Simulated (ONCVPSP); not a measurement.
# Before and after: ONCV potential for cobalt (Co)

cobalt (Co), optimised norm-conserving Vanderbilt (ONCV), made with ONCVPSP 4.0.1 (PBEsol, fully relativistic). Core [Ne], reference 3s2 3p6 3d7 4s2. Waves: 3s+4s: rc 1.05 bohr, ncon 4, nbas 7, qcut 12.9 1/bohr, 2 projectors; 3p: rc 0.75 bohr, ncon 4, nbas 7, qcut 10 1/bohr, 2 projectors, debl 1.8 Ha; 3d: rc 1.40 bohr, ncon 3, nbas 8, qcut 13.6 1/bohr, 3 projectors, debl 2.9 Ha. Local part: polynomial inside 0.55 bohr (lpopt 5, dvloc0 0 Ha). Core correction: Teter function, fcfact 2, rcfact 1.5.

Open shells are filled in proportion to 2j + 1.

In the p channel the program set the typed energies aside and used -2.384, 0.250 Ha (j = l + 1/2; the other j can differ).

Change: p: qcut 8.3.

Cutoffs: the cutoffs (Ha) at which the residual kinetic energy of the hardest occupied pseudo-wave falls to 1 and 0.1 mHa per electron; they do not see the model core or the augmentation charge, which bear on the density cutoff. Errors are all-electron minus pseudo energies relative to the spin-unpolarised reference configuration.

Problem. Predict the effect on cutoff, ghosts and configuration errors.

Solution. The potential gets harder (117 Ha and 242 Ha → 139 Ha and 246 Ha); the errors of the 4 common tests hardly move; neither file shows a bound ghost.

```csv
quantity,base,changed
"cutoff, loose",117 Ha,139 Ha
"cutoff, tight",242 Ha,246 Ha
loose cutoff by channel,"s 55 Ha, p 117 Ha, d 61 Ha","s 55 Ha, p 139 Ha, d 61 Ha"
bound ghosts,none,none
GHOST(+) flags under 300 eV,none,none
"error for 3s2 3p6 3d7 4s1, meV [ΔE 9.05 eV]",+1.2,+1.2
"error for 3s2 3p6 3d7 4s0, meV [ΔE 25.74 eV]",+5.9,+5.8
"error for 3s2 3p6 3d6 4s0, meV [ΔE 61.58 eV]",+9.8,+9.9
"error for 3s2 3p6 3d7.5 4s1.5, meV [ΔE -0.96 eV]",+3.1,+3.1
s: phases at 1.06 bohr within 0.05 rad from the reference energy up to (Ha; the scan ends near 5),to the end of the scan,to the end of the scan
p3/2: phases at 0.76 bohr within 0.05 rad from the reference energy up to (Ha; the scan ends near 5),to the end of the scan,to the end of the scan
p1/2: phases at 0.76 bohr within 0.05 rad from the reference energy up to (Ha; the scan ends near 5),to the end of the scan,to the end of the scan
d5/2: phases at 1.42 bohr within 0.05 rad from the reference energy up to (Ha; the scan ends near 5),to the end of the scan,to the end of the scan
d3/2: phases at 1.42 bohr within 0.05 rad from the reference energy up to (Ha; the scan ends near 5),to the end of the scan,to the end of the scan
"rms error of d²Exc/dni dnj with the model core, mHa",6.58,6.58
```
